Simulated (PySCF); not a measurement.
## Correlation energy of O⁺ (oxygen, charge +1)

[He] 2s2 2p3, high-spin 4S determinant. All numbers are calculated (PySCF 2.14, the non-relativistic Hamiltonian (point nucleus), in 6-31G* (3s2p1d, 14 functions)). Frozen: 1s2; 5 electrons correlated.

MP2 pair energies summed by pair of shells (mhartree):

| pair | energy | share (%) |
| --- | --- | --- |
| 2s-2p | -40.63 | 67.0 |
| 2p-2p | -13.81 | 22.8 |
| 2s-2s | -6.20 | 10.2 |

Total MP2 correlation energy: -60.64 mhartree.

Same-spin part -16.54 and opposite-spin part -44.10 mhartree; SCS-MP2 scales them by 1/3 and 6/5 to -58.44 mhartree.

```
  level  correlation energy (mhartree)
   CCSD                         -76.07
    (T)                          -0.54
CCSD(T)                         -76.61
```

Diagnostics: T1 = 0.0048, D1 = 0.0077, largest double amplitude 0.038.

**Question.** Is a single reference adequate?

**Answer.** Yes: T1 lies below 0.03 and no double amplitude reaches 0.07.
